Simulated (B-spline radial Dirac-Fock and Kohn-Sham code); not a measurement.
**2s emission of Se²⁻**

System: the Se²⁻ ion in the configuration [Ar] 3d10 4s2 4p6, inside a Watson sphere of charge +2 and radius 1.98 Å (a model of the Madelung potential; inside it an electron's potential energy is lowered by 14.5 eV).

Input of the calculation (task.json; shells as n, l, electrons):

```json
{"items": [{
  "Z": 34,
  "q": -2,
  "cfg": [[1, 0, 2], [2, 0, 2], [2, 1, 6], [3, 0, 2], [3, 1, 6], [3, 2, 10], [4, 0, 2], [4, 1, 6]],
  "A": 80,
  "rrms": 4.14,
  "watson": [2, 1.98],
  "do": ["binding", "quiet", "decay"],
  "holes": ["K", "L1", "L2", "L3", "M1", "M2", "M3", "M4", "M5", "N1", "N2", "N3"]
}]}
```

Run with: `python xray_run.py task.json out`

Method: a relativistic independent-particle model: LDA orbitals of the hole state, radiative multipoles to third order, Auger rates from the Coulomb interaction with a continuum orbital, Dirac-Fock energies. Computed with a radial finite-basis atomic code.

| line | multipole | energy (eV) | width (meV) | share (%) |
| --- | --- | --- | --- | --- |
| L1-L2 | E1 | 183.4 | 0.0436 | 0.345 |
| L1-L3 | E1 | 224.4 | 0.164 | 1.30 |
| Lβ4 (L1-M2) | E1 | 1489.1 | 4.13 | 32.7 |
| Lβ3 (L1-M3) | E1 | 1495.0 | 7.43 | 58.8 |
| L1-M4 | E2 | 1604.7 | 0.0223 | 0.176 |
| L1-M5 | E2 | 1605.5 | 0.0332 | 0.262 |
| Lγ2 (L1-N2) | E1 | 1654.8 | 0.295 | 2.34 |
| Lγ3 (L1-N3) | E1 | 1655.1 | 0.525 | 4.15 |

The listed lines hold 100.0 % of the radiative rate. The radiative width is 0.0126 eV in the length form and 0.0125 eV in the velocity form; the two differ because the transition energies are not eigenvalue differences of the potential that gave the orbitals.
